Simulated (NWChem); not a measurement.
# Basis-set dependence for formate (CHO2 (-1))

```
C
O 1 1.2423
O 1 1.2423 2 131.35
H 1 1.1676 2 114.32 3 180.00
```
Charge -1, spin multiplicity 1.

Program: NWChem. The geometry was optimised at PBE0/def2-SVP, a minimum by its harmonic frequencies.

Hartree-Fock energies in Ha, correlation energies in mHa.

The correlated methods keep 3 core orbitals frozen. The anion's geometry comes from a basis without diffuse functions.

```tsv
basis	functions	RHF	MP2	SCS-MP2
def2-SVPD	74	-188.06676	-532.4	-512.2
def2-TZVPD	126	-188.28053	-640.2	-621.8
```

From def2-SVPD to def2-TZVPD the Hartree-Fock energy moves by -213.8 mHa and the MP2 correlation energy by -107.8 mHa, which is 17 % of its value in the larger set.
